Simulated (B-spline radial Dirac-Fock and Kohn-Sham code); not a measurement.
## X-ray form factors of promethium in several charge states

Level of theory: Dirac-Fock orbitals of the configuration average with a finite nucleus; a radial B-spline solver.

Configurations: Pm⁷⁺ [Kr] 4d10 4f3 5s2 5p3; Pm⁹⁺ [Kr] 4d10 4f3 5s2 5p1; Pm¹³⁺ [Kr] 4d10 5s2; Pm¹⁴⁺ [Kr] 4d10 5s1; Pm¹⁵⁺ [Kr] 4d10. The first column is f₀ of Pm⁷⁺, the others are differences from it.

| s (Å⁻¹) | Pm⁷⁺ | Δ Pm⁹⁺ | Δ Pm¹³⁺ | Δ Pm¹⁴⁺ | Δ Pm¹⁵⁺ |
| --- | --- | --- | --- | --- | --- |
| 0 | 54.000 | -2.000 | -6.000 | -7.000 | -8.000 |
| 0.05 | 53.571 | -1.903 | -5.802 | -6.771 | -7.742 |
| 0.1 | 52.336 | -1.633 | -5.245 | -6.128 | -7.016 |
| 0.15 | 50.441 | -1.250 | -4.431 | -5.183 | -5.946 |
| 0.2 | 48.084 | -0.830 | -3.498 | -4.092 | -4.701 |
| 0.25 | 45.476 | -0.443 | -2.578 | -3.005 | -3.451 |
| 0.3 | 42.798 | -0.138 | -1.770 | -2.040 | -2.330 |
| 0.35 | 40.184 | +0.064 | -1.131 | -1.266 | -1.420 |
| 0.4 | 37.711 | +0.169 | -0.670 | -0.703 | -0.750 |
| 0.45 | 35.415 | +0.196 | -0.368 | -0.331 | -0.304 |
| 0.5 | 33.303 | +0.173 | -0.188 | -0.113 | -0.042 |
| 0.6 | 29.582 | +0.069 | -0.042 | +0.038 | +0.121 |
| 0.7 | 26.445 | -0.019 | -0.005 | +0.033 | +0.075 |
| 0.8 | 23.817 | -0.056 | +0.019 | +0.011 | +0.006 |
| 0.9 | 21.649 | -0.054 | +0.044 | +0.009 | -0.025 |
| 1 | 19.887 | -0.036 | +0.062 | +0.022 | -0.020 |
| 1.1 | 18.460 | -0.016 | +0.069 | +0.038 | +0.003 |
| 1.2 | 17.284 | -0.002 | +0.068 | +0.051 | +0.031 |
| 1.4 | 15.391 | +0.008 | +0.059 | +0.063 | +0.067 |
| 1.6 | 13.768 | +0.003 | +0.053 | +0.063 | +0.074 |

Values without a named source are computed, but for edge energies of neutral atoms, which are taken from tables.
